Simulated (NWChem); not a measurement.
System: SnH$_{3}$O$_{2}$Br; SMILES [OH][SnH]([OH])[Br]

Output (shortened):

```
             Northwest Computational Chemistry Package (NWChem) 7.3.0
             --------------------------------------------------------

 C1  symmetry detected

                             Geometry "geometry" -> ""
                             -------------------------

 Output coordinates in angstroms (scale by  1.889725989 to convert to a.u.)

  No.       Tag          Charge          X              Y              Z
 ---- ---------------- ---------- -------------- -------------- --------------
    1 Sn                  50.0000    -0.00682105     0.71219236     0.25938406
    2 O                    8.0000    -1.54299170     1.52635713    -0.65975413
    3 O                    8.0000     1.64695471     1.33506481    -0.61887863
    4 Br                  35.0000    -0.02909670    -1.76240460    -0.05749754
    5 H                    1.0000    -0.11165836     1.15900277     1.89211595
    6 H                    1.0000    -1.50255927     1.42437621    -1.61837672
    7 H                    1.0000     2.14195035     0.59978853    -1.00146630

 Effective nuclear repulsion energy (a.u.)     745.3971706720

 Summary of "ao basis" -> "ao basis" (spherical)
 ------------------------------------------------------------------------------
       Tag                 Description            Shells   Functions and Types
 ---------------- ------------------------------  ------  ---------------------
 Sn                         def2-svp                10       26   4s4p2d
 O                          def2-svp                 6       14   3s2p1d
 Br                         def2-svp                12       32   5s4p3d
 H                          def2-svp                 3        5   2s1p

            General Information
            -------------------
          SCF calculation type: DFT
          Wavefunction type:  closed shell.
          No. of atoms     :     7
          No. of electrons :    76
           Alpha electrons :    38
            Beta electrons :    38
          Charge           :     0
          Spin multiplicity:     1
          Use of symmetry is: off; symmetry adaption is: off
          Maximum number of iterations: 150
          AO basis - number of functions:   101
                     number of shells:    43
          Convergence on energy requested:  1.00D-06
          Convergence on density requested:  1.00D-05
          Convergence on gradient requested:  5.00D-04

              XC Information
              --------------
          PerdewBurkeErnzerhof Exchange Functional  1.000
            Perdew 1991 LDA Correlation Functional  1.000 local
           PerdewBurkeErnz. Correlation Functional  1.000 non-local

             Grid Information
             ----------------
          Grid used for XC integration:  medium
          Radial quadrature: Mura-Knowles
          Angular quadrature: Lebedev.
          Tag              B.-S. Rad. Rad. Pts. Rad. Cut. Ang. Pts.
          ---              ---------- --------- --------- ---------
          Sn                  1.45      123           8.0       590
          O                   0.60       49          10.0       434
          Br                  1.15      112          10.0       590
          H                   0.35       45          10.0       434
          Grid pruning is: on
          Number of quadrature shells:   468
          Spatial weights used:  Erf1

      Superposition of Atomic Density Guess
      -------------------------------------

 Sum of atomic energies:       -2972.06169629

      Non-variational initial energy
      ------------------------------

 Total energy =   -2936.837176
 1-e energy   =   -4956.698667
 2-e energy   =    1623.261791
 HOMO         =      -0.390950
 LUMO         =      -0.035867

   convergence    iter        energy       DeltaE   RMS-Dens  Diis-err
 ---------------- ----- ----------------- --------- --------- ---------
 d= 0,ls=0.0,diis     1  -2939.6259530444 -3.34D+03  3.15D-02  1.29D+00
 d= 0,ls=0.0,diis     2  -2938.7532045330  8.73D-01  2.39D-02  8.93D+00
 d= 0,ls=0.0,diis     3  -2939.7624954345 -1.01D+00  5.96D-03  1.72D-01
 d= 0,ls=0.0,diis     4  -2939.7756496166 -1.32D-02  2.60D-03  6.69D-02
 d= 0,ls=0.0,diis     5  -2939.7842793589 -8.63D-03  6.50D-04  3.81D-03
  Resetting Diis
 d= 0,ls=0.0,diis     6  -2939.7844321096 -1.53D-04  3.30D-04  2.55D-03
 d= 0,ls=0.0,diis     7  -2939.7847039814 -2.72D-04  9.08D-05  1.42D-05
 d= 0,ls=0.0,diis     8  -2939.7847005970  3.38D-06  5.93D-05  4.25D-05
 d= 0,ls=0.0,diis     9  -2939.7847057948 -5.20D-06  1.49D-05  3.57D-06
 d= 0,ls=0.0,diis    10  -2939.7847061752 -3.80D-07  4.07D-06  1.93D-07

         Total DFT energy =    -2939.784706175157
      One electron energy =    -4958.713099854758
           Coulomb energy =     1749.510863971077
    Exchange-Corr. energy =     -127.182170119152
 Nuclear repulsion energy =      396.599699827676

 Numeric. integr. density =       76.000001844995

                       DFT Final Molecular Orbital Analysis
                       ------------------------------------

 Vector   36  Occ=2.000000D+00  E=-2.615793D-01
              MO Center=  1.1D-01, -1.3D+00, -7.2D-02, r^2= 3.1D+00
   Bfn.  Coefficient  Atom+Function         Bfn.  Coefficient  Atom+Function
  ----- ------------  ---------------      ----- ------------  ---------------
    71      0.490438  4 Br pz                68      0.435586  4 Br pz
    65     -0.290269  4 Br pz                69     -0.232688  4 Br px
    66     -0.205325  4 Br px                45     -0.163756  3 O  py
    63      0.136876  4 Br px                70     -0.132890  4 Br py
    48     -0.123578  3 O  py                67     -0.110494  4 Br py

 Vector   37  Occ=2.000000D+00  E=-2.602405D-01
              MO Center=  2.3D-01,  2.7D-01, -3.7D-01, r^2= 5.0D+00
   Bfn.  Coefficient  Atom+Function         Bfn.  Coefficient  Atom+Function
  ----- ------------  ---------------      ----- ------------  ---------------
    69      0.343410  4 Br px                66      0.310264  4 Br px
    46      0.304757  3 O  pz                31     -0.299843  2 O  py
    44      0.230252  3 O  px                49      0.229212  3 O  pz
    34     -0.223811  2 O  py                63     -0.205935  4 Br px
    47      0.167973  3 O  px                30      0.109689  2 O  px

 Vector   38  Occ=2.000000D+00  E=-2.551159D-01
              MO Center=  1.2D-01,  7.6D-01, -4.7D-01, r^2= 4.6D+00
   Bfn.  Coefficient  Atom+Function         Bfn.  Coefficient  Atom+Function
  ----- ------------  ---------------      ----- ------------  ---------------
    46      0.336612  3 O  pz                31      0.283753  2 O  py
    30      0.258223  2 O  px                69     -0.256755  4 Br px
    49      0.252994  3 O  pz                44      0.233554  3 O  px
    66     -0.215916  4 Br px                34      0.212083  2 O  py
    33      0.197620  2 O  px                47      0.179308  3 O  px

 Vector   39  Occ=0.000000D+00  E=-8.685676D-02
              MO Center= -4.5D-03,  2.7D-01,  1.6D-01, r^2= 4.5D+00
   Bfn.  Coefficient  Atom+Function         Bfn.  Coefficient  Atom+Function
  ----- ------------  ---------------      ----- ------------  ---------------
     3      0.751694  1 Sn s                  4      0.624213  1 Sn s
    88     -0.484127  5 H  s                 70     -0.444442  4 Br py
     2     -0.272894  1 Sn s                 67     -0.271230  4 Br py
    87     -0.249429  5 H  s                 29     -0.247533  2 O  s
    43     -0.242585  3 O  s                 58     -0.214526  4 Br s

 Vector   40  Occ=0.000000D+00  E=-2.020655D-02
              MO Center=  1.9D-01,  8.6D-01,  1.3D-01, r^2= 4.9D+00
   Bfn.  Coefficient  Atom+Function         Bfn.  Coefficient  Atom+Function
  ----- ------------  ---------------      ----- ------------  ---------------
    15      0.650882  1 Sn py                43     -0.507046  3 O  s
    12      0.449368  1 Sn py                98      0.335832  7 H  s
    14      0.296618  1 Sn px                70      0.290731  4 Br py
    59      0.266811  4 Br s                 16     -0.221562  1 Sn pz
    11      0.186089  1 Sn px                42     -0.154639  3 O  s

 Vector   41  Occ=0.000000D+00  E=-1.753178D-02
              MO Center= -7.8D-02,  6.4D-01,  2.1D-01, r^2= 5.0D+00
   Bfn.  Coefficient  Atom+Function         Bfn.  Coefficient  Atom+Function
  ----- ------------  ---------------      ----- ------------  ---------------
    14      0.737166  1 Sn px                29      0.520454  2 O  s
    11      0.353583  1 Sn px                15     -0.317508  1 Sn py
    93     -0.253174  6 H  s                 69     -0.198591  4 Br px
    16      0.187610  1 Sn pz                43     -0.182236  3 O  s
    12     -0.166128  1 Sn py                28      0.162272  2 O  s

     Multipole analysis of the density
     ---------------------------------

     L   x y z        total         alpha         beta         nuclear
     -   - - -        -----         -----         ----         -------
     0   0 0 0      0.000000    -38.000000    -38.000000     76.000000

     1   1 0 0      0.257627     -0.051645     -0.051645      0.360918
     1   0 1 0     -0.064228     18.809764     18.809764    -37.683756
     1   0 0 1     -0.126828      6.798893      6.798893    -13.724614

     2   2 0 0    -41.718530   -105.913132   -105.913132    170.107735
     2   1 1 0     -0.929047      0.513759      0.513759     -1.956565
     2   1 0 1      0.364136      0.030625      0.030625      0.302885
     2   0 2 0    -44.456766   -301.664949   -301.664949    558.873132
     2   0 1 1      0.566138     14.153455     14.153455    -27.740772
     2   0 0 2    -36.840771    -45.818201    -45.818201     54.795631

                                 NWChem DFT Module
                                 -----------------

[...]
```

Level: PBE/def2-SVP with def2 effective core potentials on Sn, vertical spin-unrestricted ions. The geometry was optimised at PBE0/def2-SVP. No frequency run checked for a minimum. def2 effective core potentials on Sn; no spin-orbit coupling.

Task: Which NWChem input produces such a log?

Result: Several could match; the one computed here: the input that was run:
```
start job
memory heap 200 mb stack 900 mb global 1100 mb
geometry units angstroms noautoz
  Sn     0.024799     0.795328     0.330758
  O     -1.468663     1.672125    -0.601067
  O      1.716178     1.518428    -0.383842
  Br     0.066744    -1.638975    -0.214173
  H     -0.185098     1.086434     1.988360
  H     -1.369444     1.660581    -1.560762
  H      2.246433     0.828422    -0.801869
end
basis spherical
  * library def2-svp
end
ecp
  Sn library def2-ecp
end
dft
  xc xpbe96 cpbe96
  iterations 150
  vectors input atomic output neutral.movecs
end
task dft energy
charge 1
dft
  odft
  mult 2
  vectors input atomic output cation.movecs
end
task dft energy
```
